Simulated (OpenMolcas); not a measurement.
# Ni2+ in a point-charge field

Ni2+ among 6 point charges of -1 e arranged as an octahedron (Oh), 1.56 Å from the ion.

```json
{
 "Program": "OpenMolcas 26.06",
 "Method": "CASSCF",
 "Basis": "ANO-RCC-VDZP [5s4p2d1f]",
 "Scalar Hamiltonian": "DKH2, point nucleus",
 "Active space": "8 electrons in 5 orbitals (3d)",
 "State averaging": "2S+1 = 3 even, 10 roots; 2S+1 = 1 even, 15 roots",
 "Spin-orbit coupling": "state interaction with AMFI integrals over the reference wave functions"
}
```

The lowest spin-free states (labels of O, the rotations of Oh), above the lowest:

```csv
State,Degeneracy,E (cm-1),Free-ion L (%)
3A2,1,0.0,F (100)
3T2,3,6188,F (100)
3T1,3,10880,F (98)
1E,2,18963,D (84)
1T2,3,23858,D (93)
3T1,3,27087,P (98)
1A1,1,29484,G (98)
1T1,3,31119,G (100)
1E,2,34430,G (84)
1T2,3,35134,G (93)
1A1,1,69263,S (98)
```

The lowest levels with spin-orbit coupling:

```json
{"E (cm-1)": "0.0", "Degeneracy": "3", "Label": "T2", "2S+1": "3"}
{"E (cm-1)": "5917", "Degeneracy": "2", "Label": "E", "2S+1": "3"}
{"E (cm-1)": "6080", "Degeneracy": "3", "Label": "T1", "2S+1": "3"}
{"E (cm-1)": "6545", "Degeneracy": "3", "Label": "T2", "2S+1": "3"}
{"E (cm-1)": "6683", "Degeneracy": "1", "Label": "A2", "2S+1": "3"}
{"E (cm-1)": "10034", "Degeneracy": "1", "Label": "A1", "2S+1": "3"}
{"E (cm-1)": "10637", "Degeneracy": "3", "Label": "T1", "2S+1": "3"}
{"E (cm-1)": "11595", "Degeneracy": "3", "Label": "T2", "2S+1": "3"}
{"E (cm-1)": "11631", "Degeneracy": "2", "Label": "E", "2S+1": "3"}
{"E (cm-1)": "19184", "Degeneracy": "2", "Label": "E", "2S+1": "1"}
{"E (cm-1)": "23740", "Degeneracy": "3", "Label": "T2", "2S+1": "1"}
{"E (cm-1)": "26999", "Degeneracy": "2", "Label": "E", "2S+1": "3"}
{"E (cm-1)": "27254", "Degeneracy": "3", "Label": "T2", "2S+1": "3"}
{"E (cm-1)": "27574", "Degeneracy": "3", "Label": "T1", "2S+1": "3"}
{"E (cm-1)": "27828", "Degeneracy": "1", "Label": "A1", "2S+1": "3"}
{"E (cm-1)": "29679", "Degeneracy": "1", "Label": "A1", "2S+1": "1"}
{"E (cm-1)": "31304", "Degeneracy": "3", "Label": "T1", "2S+1": "1"}
{"E (cm-1)": "34630", "Degeneracy": "2", "Label": "E", "2S+1": "1"}
{"E (cm-1)": "35322", "Degeneracy": "3", "Label": "T2", "2S+1": "1"}
{"E (cm-1)": "69491", "Degeneracy": "1", "Label": "A1", "2S+1": "1"}
```

Powder χT (cm3 K/mol): 1.44 at 2 K, 1.44 at 10 K, 1.46 at 50 K, 1.47 at 100 K, 1.51 at 200 K, 1.54 at 300 K. The effective moment at 300 K is 2.828 √(χT) = 3.51 μB.

The lowest level has 2S+1 = 3, for which the spin-only value is χT = S(S+1) / 2 = 1.000 cm3 K/mol (g = 2). The computed 1.540 at 300 K differs by +0.540, through orbital momentum, spin-orbit coupling and any other state in reach.

Without dynamic correlation the repulsion within the d shell is too large (B by tens of per cent), so at a given field states of lower spin stand too high. This is an electrostatic model: the charges have no orbitals. No measured value stands beside these numbers.
